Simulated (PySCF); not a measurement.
Species: C6H11B.
Atom-mapped SMILES: `[CH3:1][B:2]([CH3:3])[C@H:4]1[C@@H:5]2[CH2:6][C@H:7]12` (hydrogens: H8, H9, H10 on C1; H11, H12, H13 on C3; H14 on C4; H15 on C5; H16, H17 on C6; H18 on C7)

Geometry (PBE0-D3(BJ)/def2-SVP, Å), atoms numbered from 1 in this order:
```
atom  x, y, z in Å
C1    -1.5654    0.8838   -0.5101
B2    -0.8325   -0.3531    0.1287
C3    -1.6674   -1.5297    0.7518
C4     0.7305   -0.4396    0.1527
C5     1.5065    0.1118   -1.0209
C6     2.8104    0.3516   -0.3338
C7     1.5222    0.8447    0.2390
H8    -2.4706    0.5871   -1.0644
H9    -0.9467    1.5345   -1.1452
H10   -1.9318    1.5011    0.3331
H11   -2.7172   -1.2856    0.9733
H12   -1.6794   -2.3342   -0.0101
H13   -1.1949   -1.9733    1.6426
H14    1.1856   -1.3108    0.6534
H15    1.1584    0.4005   -2.0114
H16    3.3249   -0.4918    0.1510
H17    3.4802    1.0979   -0.7772
H18    1.1899    1.8523    0.4831
```

Computed at PBE0/pcSseg-1 (PySCF, non-relativistic), with Q(11B) = 0.04059 b: B2, 11B (I = 3/2): χzz = 5.496 MHz, η = 0.024.

Problem. Find the zero-field quadrupole resonance frequencies of 11B at B2.

Solution. From ν = (|χ|/2)√(1 + η²/3): ν = 2.748 MHz (three-coordinate boron).

In a crystal, neighbours and librations shift these lines. Isolated species at its PBE0-D3(BJ)/def2-SVP geometry (one conformer only). The small basis limits the accuracy of the gradients.

The run behind these numbers computed NMR shieldings as well. On one thread, Arm Neoverse V2 (aarch64), shared host with 96 logical CPUs at a one-minute load of 42, this took 19 s and 0.95 GiB of memory at its peak.
